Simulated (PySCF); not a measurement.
H$_{2}$BN, triplet, at a GFN2-xTB geometry of the parent state (a higher spin typed on purpose: for a closed-shell molecule this is an excited state); PySCF with MP2/pcseg-1.

PySCF was given this input:
```python
from pyscf import gto, scf, mp

mol = gto.M(
    atom='''
B     0.69743449    0.01758553    0.01585591
N    -0.54198802   -0.01075454   -0.01043728
H     1.83680038    0.04037551    0.03791482
H    -1.53005672   -0.05302143   -0.04413341
''',
    basis='pcseg-1',
    spin=2,
    verbose=4,
)

mf = scf.UHF(mol)
mf.kernel()

pt = mp.MP2(mf)
pt.kernel()
print('E(MP2) = %.10f' % pt.e_tot)
mf.analyze()
```

Task: Write the output that PySCF gives for this input, abridged.

Result: 
```
PySCF version 2.14.0

[INPUT] verbose = 4
[INPUT] num. atoms = 4
[INPUT] num. electrons = 14
[INPUT] charge = 0
[INPUT] spin (= nelec alpha-beta = 2S) = 2
[INPUT] symmetry False subgroup None
[INPUT] Mole.unit = angstrom
[INPUT] Symbol           X                Y                Z      unit          X                Y                Z       unit  Magmom
[INPUT]  1 B      0.697434490000   0.017585530000   0.015855910000 AA    1.317960175926   0.033231835455   0.029963327356 Bohr   0.0
[INPUT]  2 N     -0.541988020000  -0.010754540000  -0.010437280000 AA   -1.024208920595  -0.020323135196  -0.019723600685 Bohr   0.0
[INPUT]  3 H      1.836800380000   0.040375510000   0.037914820000 AA    3.471049663697   0.076298656040   0.071648625862 Bohr   0.0
[INPUT]  4 H     -1.530056720000  -0.053021430000  -0.044133410000 AA   -2.891388155850  -0.100195981433  -0.083400057843 Bohr   0.0

nuclear repulsion = 23.9012542533369
number of shells = 10
number of NR pGTOs = 64
number of NR cGTOs = 38
basis = pcseg-1
ecp = {}

******** <class 'pyscf.scf.uhf.UHF'> ********
method = UHF
initial guess = minao
damping factor = 0
level_shift factor = 0
DIIS = <class 'pyscf.scf.diis.CDIIS'>
diis_start_cycle = 1
diis_space = 8
diis_damp = 0
SCF conv_tol = 1e-09
SCF conv_tol_grad = None
SCF max_cycles = 50
direct_scf = True
direct_scf_tol = 1e-13
number electrons alpha = 8  beta = 6
Set gradient conv threshold to 3.16228e-05
init E= -80.356778615802

cycle= 1 E= -80.0184450229345  delta_E= 0.338  |g|= 0.22  |ddm|= 1.73
cycle= 2 E= -80.0545020950071  delta_E= -0.0361  |g|= 0.0866  |ddm|= 0.317
cycle= 3 E= -80.0587095970974  delta_E= -0.00421  |g|= 0.0293  |ddm|= 0.087
cycle= 4 E= -80.0597622767603  delta_E= -0.00105  |g|= 0.0119  |ddm|= 0.0595
cycle= 5 E= -80.0600737911228  delta_E= -0.000312  |g|= 0.00439  |ddm|= 0.0438
cycle= 6 E= -80.0601206020701  delta_E= -4.68e-05  |g|= 0.000994  |ddm|= 0.0223
cycle= 7 E= -80.0601229288991  delta_E= -2.33e-06  |g|= 0.000493  |ddm|= 0.00569
cycle= 8 E= -80.0601238669195  delta_E= -9.38e-07  |g|= 0.000246  |ddm|= 0.00516
cycle= 9 E= -80.0601242554251  delta_E= -3.89e-07  |g|= 0.000137  |ddm|= 0.00421
cycle= 10 E= -80.0601244222755  delta_E= -1.67e-07  |g|= 4e-05  |ddm|= 0.00413
cycle= 11 E= -80.0601244327446  delta_E= -1.05e-08  |g|= 9.56e-06  |ddm|= 0.00113
cycle= 12 E= -80.0601244329963  delta_E= -2.52e-10  |g|= 2.56e-06  |ddm|= 9.57e-05
Extra cycle  E= -80.0601244330088  delta_E= -1.25e-11  |g|= 1.52e-06  |ddm|= 9.9e-06
converged SCF energy = -80.0601244330088  <S^2> = 2.0184816  2S+1 = 3.0122959

******** <class 'pyscf.mp.ump2.UMP2'> ********
nocc = (np.int64(8), np.int64(6)), nmo = (38, 38)
E(UMP2) = -80.2578523424619  E_corr = -0.197727909453019
E(SCS-UMP2) = -80.2574738442335  E_corr = -0.197349411224657
E_corr(same-spin) = -0.0460662462911137
E_corr(oppo-spin) = -0.151661663161905
E(MP2) = -80.2578523425
**** SCF Summaries ****
Total Energy =                         -80.060124433008838
Nuclear Repulsion Energy =              23.901254253336937
One-electron Energy =                 -154.619075881318338
Two-electron Energy =                   50.657697194972570
Two-electron Coulomb Energy =           61.900225510652149
DFT Exchange-Correlation Energy =      -11.242528315679579
**** MO energy ****
                             alpha | beta                alpha | beta
MO #1   energy= -15.6008612133505  | -15.5645817961753  occ= 1 | 1
MO #2   energy= -7.61649671242498  | -7.60269877281261  occ= 1 | 1
MO #3   energy= -1.24290149652567  | -1.10596327510087  occ= 1 | 1
MO #4   energy= -0.819534348471112 | -0.781831801675883 occ= 1 | 1
MO #5   energy= -0.60901816486124  | -0.584752852656853 occ= 1 | 1
MO #6   energy= -0.588842169214088 | -0.457776253270996 occ= 1 | 1
MO #7   energy= -0.568203256296241 | -0.0157622484827886 occ= 1 | 0
MO #8   energy= -0.160223730192884 | 0.161445231748869  occ= 1 | 0
MO #9   energy= 0.121572915231573  | 0.192206955099629  occ= 0 | 0
MO #10  energy= 0.144978270283473  | 0.213383489440642  occ= 0 | 0
MO #11  energy= 0.216608522765032  | 0.24207869275452   occ= 0 | 0
MO #12  energy= 0.309007361934959  | 0.319091821994843  occ= 0 | 0
MO #13  energy= 0.392902807415445  | 0.414846597466351  occ= 0 | 0
MO #14  energy= 0.412073866784843  | 0.499639517762279  occ= 0 | 0
MO #15  energy= 0.452428838908232  | 0.510700663037638  occ= 0 | 0
MO #16  energy= 0.673088572494443  | 0.70856322531421   occ= 0 | 0

To work with the spin densities directly, `use mulliken_meta_spin()` only printing them here.

 ** Mulliken spin pop alpha/beta on meta-lowdin orthogonal AOs **
 ** Mulliken Spin Density (per AO)  **
spin_pop of  0 B 1s       -0.00001
spin_pop of  0 B 2s        0.06932
spin_pop of  0 B 3s       -0.00187
spin_pop of  0 B 2px      -0.00194
spin_pop of  0 B 2py       0.57676
spin_pop of  0 B 2pz       0.32911
spin_pop of  0 B 3px      -0.00156
spin_pop of  0 B 3py       0.04424
spin_pop of  0 B 3pz       0.01980
spin_pop of  0 B 3dxy      0.00070
spin_pop of  0 B 3dyz      0.00002
spin_pop of  0 B 3dz^2    -0.00009
spin_pop of  0 B 3dxz      0.00147
spin_pop of  0 B 3dx2-y2   -0.00060
spin_pop of  1 N 1s       -0.00000
spin_pop of  1 N 2s        0.05091
spin_pop of  1 N 3s       -0.00034
spin_pop of  1 N 2px       0.02111
spin_pop of  1 N 2py       0.36768
spin_pop of  1 N 2pz       0.64305
spin_pop of  1 N 3px      -0.00041
spin_pop of  1 N 3py       0.00794
spin_pop of  1 N 3pz       0.00473
spin_pop of  1 N 3dxy     -0.00000
spin_pop of  1 N 3dyz     -0.00000
spin_pop of  1 N 3dz^2    -0.00101
spin_pop of  1 N 3dxz      0.00026
spin_pop of  1 N 3dx2-y2   -0.00107
spin_pop of  2 H 1s       -0.07539
spin_pop of  2 H 2s        0.00019
spin_pop of  2 H 2px      -0.00033
spin_pop of  2 H 2py       0.00084
spin_pop of  2 H 2pz       0.00037
spin_pop of  3 H 1s       -0.05391
spin_pop of  3 H 2s       -0.00122
spin_pop of  3 H 2px      -0.00021
spin_pop of  3 H 2py       0.00091
spin_pop of  3 H 2pz       0.00058
 ** Mulliken Spin Density (per atom)  **
spin density of  0 B =      1.03534
spin density of  1 N =      1.09284
spin density of  2 H =     -0.07433
spin density of  3 H =     -0.05385
 ** Mulliken pop alpha/beta on meta-lowdin orthogonal AOs **
 ** Mulliken pop       alpha | beta **
pop of  0 B 1s        0.99995 | 0.99996
pop of  0 B 2s        0.43824 | 0.36892
pop of  0 B 3s        0.00289 | 0.00476
pop of  0 B 2px       0.45549 | 0.45743
pop of  0 B 2py       0.71142 | 0.13466
pop of  0 B 2pz       0.38559 | 0.05648
pop of  0 B 3px       0.00794 | 0.00950
pop of  0 B 3py       0.04492 | 0.00068
pop of  0 B 3pz       0.02008 | 0.00029
pop of  0 B 3dxy      0.00237 | 0.00167
pop of  0 B 3dyz      0.00006 | 0.00005
pop of  0 B 3dz^2     0.00026 | 0.00035
pop of  0 B 3dxz      0.00217 | 0.00070
pop of  0 B 3dx2-y2    0.00064 | 0.00124
pop of  1 N 1s        0.99999 | 0.99999
pop of  1 N 2s        0.65390 | 0.60299
pop of  1 N 3s        0.00185 | 0.00219
pop of  1 N 2px       0.67349 | 0.65238
pop of  1 N 2py       0.93009 | 0.56242
pop of  1 N 2pz       0.87867 | 0.23562
pop of  1 N 3px       0.00231 | 0.00272
pop of  1 N 3py       0.01235 | 0.00441
pop of  1 N 3pz       0.00658 | 0.00185
pop of  1 N 3dxy      0.00031 | 0.00032
pop of  1 N 3dyz      0.00014 | 0.00015
pop of  1 N 3dz^2     0.00031 | 0.00132
pop of  1 N 3dxz      0.00040 | 0.00014
pop of  1 N 3dx2-y2    0.00166 | 0.00273
pop of  2 H 1s        0.42604 | 0.50143
pop of  2 H 2s        0.00506 | 0.00488
pop of  2 H 2px       0.00091 | 0.00124
pop of  2 H 2py       0.00086 | 0.00002
pop of  2 H 2pz       0.00038 | 0.00001
pop of  3 H 1s        0.32180 | 0.37571
pop of  3 H 2s        0.00777 | 0.00899
pop of  3 H 2px       0.00098 | 0.00118
pop of  3 H 2py       0.00136 | 0.00046
pop of  3 H 2pz       0.00077 | 0.00019
In total             8.00000 | 6.00000
 ** Mulliken atomic charges   ( Nelec_alpha | Nelec_beta ) **
charge of  0B =     -0.10871  (     3.07203      2.03669 )
charge of  1N =     -0.23127  (     4.16205      3.06921 )
charge of  2H =      0.05918  (     0.43325      0.50758 )
charge of  3H =      0.28080  (     0.33268      0.38652 )
Dipole moment(X, Y, Z, Debye): -2.42272, -0.12609, -0.09716
```
